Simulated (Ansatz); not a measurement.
Consider the ligand exchange at the Si–Cl bond: `N[Si](O)(Cl)Cl` + NH₃ → `N[Si](N)(O)Cl` + HCl.

Calculated with Ansatz (gas phase, PBE0-D4/def2-TZVP geometries, no zero-point term in ΔE). CCSD(T)/CBS adds triple-zeta CCSD(T) − MP2 to the extrapolated MP2 energy (def2 sets, frozen cores). This one scheme is used for every species. Functionals use def2-TZVPP. One conformer a species, not always the lowest.

`N[Si](O)(Cl)Cl`:

Cartesian coordinates in Å:
```
N -0.437 0.728 0.889
Si -0.062 -0.309 -0.395
O 1.486 -0.797 -0.328
Cl -1.118 -2.052 -0.451
Cl -0.479 0.741 -2.097
H -0.338 0.406 1.839
H -1.196 1.383 0.794
H 2.144 -0.102 -0.250
```

NH₃:

Cartesian coordinates in Å:
```
N -0.256 0.024 0.116
H -0.001 0.852 -0.408
H 0.462 -0.117 0.816
H -0.206 -0.759 -0.523
```

`N[Si](N)(O)Cl`:

Cartesian coordinates in Å:
```
N -1.018 1.185 0.145
Si 0.255 0.081 0.066
N -0.398 -1.481 0.032
O 1.152 0.613 -1.197
Cl 1.556 0.010 1.684
H -1.785 1.044 0.780
H -0.876 2.153 -0.086
H 0.095 -2.266 0.420
H -1.069 -1.747 -0.670
H 2.087 0.408 -1.173
```

HCl:

```xyz
2

Cl   -0.044   -0.503    0.392
H     0.044    0.503   -0.392
```

```json
{"level": "PBE0-D4", "ΔE (eV)": "0.30"}
{"level": "PBE0", "ΔE (eV)": "0.30"}
{"level": "MP2/def2-TZVPP", "ΔE (eV)": "0.29"}
{"level": "CCSD(T)/def2-TZVPP", "ΔE (eV)": "0.25"}
{"level": "HF/def2-QZVPP", "ΔE (eV)": "0.24"}
{"level": "SCS-MP2/def2-QZVPP", "ΔE (eV)": "0.28"}
{"level": "HF/CBS(def2)", "ΔE (eV)": "0.24"}
{"level": "MP2/CBS(def2)", "ΔE (eV)": "0.32"}
```

Task: What does CCSD(T)/CBS give? (An estimate is asked.)

Result: The calculation gave: +0.28 eV. The listed levels differ from it by 0.02, 0.02, 0.01, -0.03, -0.04, 0.00, -0.04, 0.04 eV.

Largest T1 diagnostic among the species: 0.010.
